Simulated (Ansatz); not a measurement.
```yaml
crystal:
  periodic: [false, false, false]
  atoms:
    - {symbol: Mn, position_ang: [-0.002276, -0.002594, -0.000035]}
    - {symbol: N, position_ang: [0.022108, -0.024618, 1.883148]}
    - {symbol: H, position_ang: [-0.773016, 0.121731, 2.490400]}
    - {symbol: H, position_ang: [0.831743, -0.186723, 2.466567]}
    - {symbol: N, position_ang: [-0.023248, 0.024671, -1.883132]}
    - {symbol: H, position_ang: [-0.184408, -0.768164, -2.489491]}
    - {symbol: H, position_ang: [0.129087, 0.835696, -2.467458]}
basis:
  gaussian: {orbitals: def2-SVP}
magnetization: {spin_polarized: true, initial_magnetization: 5}
hamiltonian: {xc: {name: HF}}
smearing: {width: 0.1}
output: {forces: true}
```

```sh
$ ansatz run in.yaml --threads 4 --pin off --events-out ev --progress --plain --max-ram 3916MiB
```

It prints (some lines left out):

```
Error: YAML parse error: error: line 15 column 1: unknown field `smearing`, expected one of crystal, accuracy, basis, kpoints, hamiltonian, magnetization, projection, total_charge, correlation, batch, efield, external_charges, scf, relax, neb, saddle, md, ramp, phonons, dielectric, real_time, elastic, magnetic_configurations, gw, evaluate, workflow, output, checkpoint, execution
13 | magnetization: {spin_polarized: true, initial_magnetization: 5}
14 | hamiltonian: {xc: {name: HF}}
15 | smearing: {width: 0.1}
16 | output: {forces: true}
```

(1) Something in this input is off. What?

Answers

(1) The input holds a key that doesn't belong there. The input was rejected before any iteration.
